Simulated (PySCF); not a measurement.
# Electron correlation in La+ (lanthanum, charge +1)

[Xe] 5d2, high-spin 3F determinant. Computed with PySCF 2.14 in cc-pVDZ-X2C, with scalar relativity by spin-free X2C-1e. Frozen: [Kr] 4d10; 10 electrons correlated.

```tsv
level	correlation energy (mhartree)
CCSD	-223.07
(T)	-6.61
CCSD(T)	-229.68
```

Diagnostics: T1 = 0.0075, D1 = 0.0162, largest double amplitude 0.025.

Spin-orbit coupling, absent here, splits the open shell strongly.

Cost of the coupled-cluster step: about 10 core-seconds, for 10 correlated electrons.
